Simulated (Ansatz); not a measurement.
Reaction (formal exchange of groups at a Ga–C bond): `[CH3][Ga]([NH2])[Cl]` + `CC(O)CF` → `[NH2][Ga]([F])[Cl]` + `CCC(C)O`

Calculated with Ansatz (gas phase, PBE0-D4/def2-TZVP geometries, no zero-point term in ΔE). CBS: MP2 limit from def2 TZ/QZ plus the TZ coupled-cluster correction, frozen cores. DFT in def2-TZVPP. For Ga outer-core shells are correlated without core-valence functions, which leaves a few kJ/mol of doubt a bond. Scalar relativity is left out up to krypton. One conformer a species, not always the lowest.

Is it downhill or uphill in electronic energy at CCSD(T)/CBS, and by how much? (An estimate is asked.)

Computed: Downhill: ΔE = -1.13 eV.

What do these levels give: PBE-D4, PBE-QIDH, PBE, SCS-MP2/def2-TZVPP, SCS-MP2/def2-QZVPP, CCSD/CBS(def2)? (Estimate.)

Ansatz gave: PBE-D4 -1.05, PBE-QIDH -1.18, PBE -1.04, SCS-MP2/def2-TZVPP -1.23, SCS-MP2/def2-QZVPP -1.22, CCSD/CBS(def2) -1.13 eV.

Largest T1 diagnostic among the species: 0.013.

At CCSD(T), def2-SVP lies −0.19 eV from the extrapolated value and def2-TZVPP −0.05 eV. From PBE to PBE0 (25 % exact exchange), in def2-TZVPP and without D4, ΔE moves by −0.04 eV.
